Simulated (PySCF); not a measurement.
# Mn⁺ (manganese, charge +1) across methods

[Ar] 3d5 4s1, high-spin 7S determinant. Computed with PySCF 2.14 in ANO-R3 (8s5p5d3f2g1h, 98 functions), with the spin-free X2C one-electron Hamiltonian (Gaussian nucleus).

| method | E (hartree) | mean ε 3p β (eV) | mean ε 3d α (eV) | mean ε 4s α (eV) | Σ⟨r²⟩ (bohr²) | ⟨S²⟩ |
| --- | --- | --- | --- | --- | --- | --- |
| M06-2X | -1158.287 | -64.813 | -20.959 | -13.631 | 25.76 | 12.001 |
| PBE0 | -1158.094 | -61.873 | -18.663 | -13.293 | 25.60 | 12.000 |
| r2SCAN | -1158.281 | -59.724 | -16.782 | -12.886 | 25.46 | 12.000 |
| PBE | -1158.065 | -59.064 | -16.363 | -12.614 | 25.72 | 12.000 |
| UHF | -1157.18381 | -68.883 | -25.101 | -14.974 | 25.79 | 12.000 |
| LDA | -1155.867 | -59.205 | -16.573 | -12.854 | 25.62 | 12.000 |
| TPSSh | -1158.312 | -60.456 | -17.245 | -12.805 | 25.63 | 12.000 |
| wB97X | -1158.298 | -64.413 | -20.871 | -15.028 | 25.71 | 12.000 |
